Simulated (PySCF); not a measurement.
## BeTe at PBE0

Computed with PBE0; PySCF, scalar-relativistic core potentials, basis sets Be aug-cc-pVDZ, Te aug-cc-pVDZ-PP with ECP28.

| Quantity | Value |
| --- | --- |
| state | ³Π (triplet), unpaired electrons σ ↑, π ↑, a second solution, started from another occupation |
| bond length | 2.274 Å |
| harmonic wavenumber | 550 cm⁻¹ |
| force constant | 1.50 mdyn/Å |
| rotational constant Be | 0.3869 cm⁻¹ |
| anharmonicity ωexe | 3.26 cm⁻¹ |
| vibration–rotation constant αe | 0.00319 cm⁻¹ |
| energy of the minimum from ground-state Be + Te | -1.99 eV |
| bond order (Mayer) | 1.29 |
| dipole moment (positive dipole means Be(−)Te(+)) | -0.23 D |

Spin–orbit coupling is left out, which matters for elements this heavy, above all for dissociation energies.
